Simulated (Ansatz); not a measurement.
Reaction: H3GeOF (SMILES [GeH2]([F])[OH]) → H2GeOF (SMILES [OH][GeH][F], doublet) + H (doublet) (the Ge-H bond breaks)
Each species at its own B3LYP-D3(BJ)/def2-TZVP minimum (Ansatz, a first-principles code), one conformer.

Quantity: bond dissociation energy (electronic), in kcal/mol. UHF or UKS for unpaired electrons; spin-orbit terms are left out. Correlated methods leave the cores frozen (noble-gas shells, and filled d and f shells in the p block). No relativity. CBS(X,Y): correlation extrapolated as X^-3, Hartree-Fock from the larger set. A bracket is a step between two methods taken in the basis named. For partners of very few electrons the exact lower level stands in for a higher one.

CCSD(T)/CBS(cc-pVTZ,cc-pVQZ) + [CCSDT(Q) - CCSD(T)]/cc-pVDZ (Ansatz) gives 90.2 kcal/mol.

Question: How far off this value is PBE/def2-TZVPD (Ansatz), in which direction, and how far these levels: r2SCAN/def2-TZVPD, B3LYP/def2-TZVPD, wB97M-V/def2-TZVPD, CCSD(T)/CBS(cc-pVTZ,cc-pVQZ)?

Answer: PBE gives 81.5 kcal/mol, 8.7 kcal/mol below it. Differences of the others: r2SCAN/def2-TZVPD (Ansatz) -5.8; B3LYP/def2-TZVPD (Ansatz) -4.8; wB97M-V/def2-TZVPD (Ansatz) -2.9; CCSD(T)/CBS(cc-pVTZ,cc-pVQZ) (Ansatz) 0.1 kcal/mol.
